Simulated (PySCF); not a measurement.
A PySCF script (with the pyscf-properties extension) for the NMR shieldings of `InChI=1S/C5H10B2Si/c1-5(2-3-6)7-4-8/h7H,1,4,6H2,8H3`, on a GFN2-xTB geometry:

```python
import basis_set_exchange as bse
import numpy as np
from pyscf import gto, dft
from pyscf.prop import nmr

atoms = """
B     2.540809    2.205819    0.705583
C     1.878077    0.913310    0.395065
C     1.338890   -0.148217    0.137221
C     0.649334   -1.333123   -0.191027
C     1.232094   -2.527919    0.005615
B    -0.792845   -1.190811   -0.784719
C    -1.414342    0.204405   -1.025892
Si   -2.258589    0.760801    0.604651
H     3.189912    2.735386   -0.113814
H     2.409333    2.689324    1.764714
H     2.228425   -2.628271    0.409573
H     0.718436   -3.441393   -0.242210
H    -1.401510   -2.172179   -0.992361
H    -2.182506    0.219650   -1.798602
H    -0.683226    0.978431   -1.260944
H    -3.290779   -0.204078    0.997242
H    -2.895476    2.057685    0.351701
H    -1.274796    0.887498    1.679922
"""
names = dict.fromkeys(["B", "C", "Si", "H"], "pcSseg-1")
basis = {el: gto.basis.parse(bse.get_basis(n, elements=[el], fmt="nwchem")) for el, n in names.items()}
mol = gto.M(atom=atoms, basis=basis, charge=0, verbose=0)
mf = dft.RKS(mol, xc="PBE0")
mf.grids.level = 2
mf.grids.alignment = dft.numint.BLKSIZE   # the property module wants whole blocks of grid points
mf.conv_tol = 1e-9
mf.kernel()

calc = nmr.RKS(mf)   # GIAO
C = mf.mo_coeff
Co = C[:, mf.mo_occ > 0]
resp = mf.gen_response(singlet=True, hermi=2)
def vind(x):   # induced exchange potential for any number of trial vectors
    d = np.einsum("pi,xij,qj->xpq", C, 2 * x.reshape(-1, C.shape[1], Co.shape[1]), Co, optimize=True)
    return np.einsum("xpq,pi,qj->xij", resp(d - d.transpose(0, 2, 1)), C, Co, optimize=True).ravel()
mo1, _ = nmr.rhf.solve_mo1(calc, with_cphf=vind)
sigma = calc.kernel(mo1)
for i, s in enumerate(sigma):   # ppm
    print("%2d %-2s %9.2f" % (i, mol.atom_pure_symbol(i), np.trace(s) / 3))
```

**Question.** Give the expected output.

**Answer.** 
```
 0 B      35.34
 1 C      67.42
 2 C      22.57
 3 C      43.71
 4 C      36.13
 5 B      30.28
 6 C     167.96
 7 Si    431.54
 8 H      24.79
 9 H      24.79
10 H      24.98
11 H      25.28
12 H      24.84
13 H      30.04
14 H      30.00
15 H      27.88
16 H      27.60
17 H      27.77
```

These numbers come from an equivalent density-fitted implementation of the same equations, which agrees with the script to about 0.01 ppm for H and up to a few tenths of a ppm for heavy atoms, so last digits may differ.

Size and cost of the density-fitted run: 193 basis functions, 110 s wall time on 1 thread of an Intel Xeon, shared host; peak memory 0.86 GiB.
